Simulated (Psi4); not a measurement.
H8N3Si3, doublet, geometry from GFN2-xTB. Base run: MP2/STO-3G run with Psi4.

Here is a job for Psi4.
```
memory 2 GB

molecule {
0 2
N     0.55971367   -1.53872495    0.04242359
Si    1.74366755   -0.37223987   -0.45101254
N     1.07172766    1.21659613   -0.28450621
Si   -0.54113351    1.69476235    0.09724242
N    -1.52100506    0.28321148   -0.05036014
Si   -1.12256371   -1.34147403    0.36812104
H     0.89683550   -2.48503885    0.09435178
H     2.88662688   -0.48252331    0.47586784
H     1.71617840    1.96962549   -0.45530209
H    -1.02846154    2.67004643   -0.88482500
H    -0.57151753    2.24576177    1.46356901
H    -2.50427635    0.46120329   -0.15274980
H    -1.92630298   -2.22084544   -0.48973334
H    -1.36172079   -1.62048613    1.79500807
}

set {
  basis sto-3g
  reference uhf
  freeze_core true
}

energy('mp2')
print_variables()
```

Variants of this job, named by their change:

| change | basis functions | E (Eh) | MP2 correlation (Eh) | core-seconds (rough) |
|---|---|---|---|---|
| base | 50 | -1023.02088 | -0.23180 | 5 |
| basis = 6-31G | 82 | -1035.11244 | -0.46138 | 7 |
| basis = 3-21G | 82 | … | … | 6 |
| basis = def2-SV(P) | … | … | … | 6 |
| basis = cc-pVDZ | 136 | -1035.68556 | -0.76806 | 10 |
| basis = pcseg-1 | 136 | -1035.57083 | -0.75394 | 8 |
| basis = 6-31G** | … | … | … | 9 |
| basis = 6-311G** | … | … | … | 10 |
| basis = def2-SVPD | 196 | -1035.36446 | -0.80984 | 10 |
| basis = 6-311++G** | 212 | -1035.81661 | -0.81079 | 20 |
| basis = aug-cc-pVDZ | 222 | -1035.75511 | -0.81584 | 20 |
| basis = 6-311+G(2d,p) | 234 | -1035.88392 | -0.86294 | 30 |
| basis = def2-TZVPD | 312 | -1035.99621 | -0.93894 | 30 |

Some entries are withheld; supply them.


- basis = 3-21G, E (Eh): -1029.86727
- basis = 3-21G, MP2 correlation (Eh): -0.44780
- basis = def2-SV(P), basis functions: 112
- basis = def2-SV(P), E (Eh): -1035.19991
- basis = def2-SV(P), MP2 correlation (Eh): -0.69702
- basis = 6-31G**, basis functions: 142
- basis = 6-31G**, E (Eh): -1035.64885
- basis = 6-31G**, MP2 correlation (Eh): -0.75640
- basis = 6-311G**, basis functions: 180
- basis = 6-311G**, E (Eh): -1035.80202
- basis = 6-311G**, MP2 correlation (Eh): -0.80211

Totals compare only among sets that treat the same electrons; sets with core potentials leave the core out.

Open shells are given as the SCF converged; they aren't shown to be the lowest states, and a large step between rows can be another state.
